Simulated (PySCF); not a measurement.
**How methods differ on the excitation energy of Cu**

Cu [Ar] 3d10 4s1 (2S) → Cu [Ar] 3d9 4s1 4p1 (high-spin determinant), as a difference of total energies. Computed with PySCF 2.14 in aug-cc-pVDZ-PP with ECP10MDF (5s5p4d2f, 54 functions), with a scalar-relativistic core potential. Correlated levels: valence: 3s2 3p6 frozen. The calculations carry no spin-orbit coupling.

```json
{"method": "UHF", "excitation energy (eV)": "2.048"}
{"method": "MP2 (valence)", "excitation energy (eV)": "5.525"}
{"method": "SCS-MP2 (valence)", "excitation energy (eV)": "5.182"}
{"method": "CCSD (valence)", "excitation energy (eV)": "4.432"}
{"method": "CCSD(T) (valence)", "excitation energy (eV)": "4.673"}
```

**Question.** How much does correlation contribute at CCSD(T) (valence)?

**Answer.** 4.673 − (2.048) = 2.625 eV, measured against UHF.

The determinant of the upper state mixes LS terms, which raises its energy above the lowest term, most at the Hartree-Fock and MP2 levels.
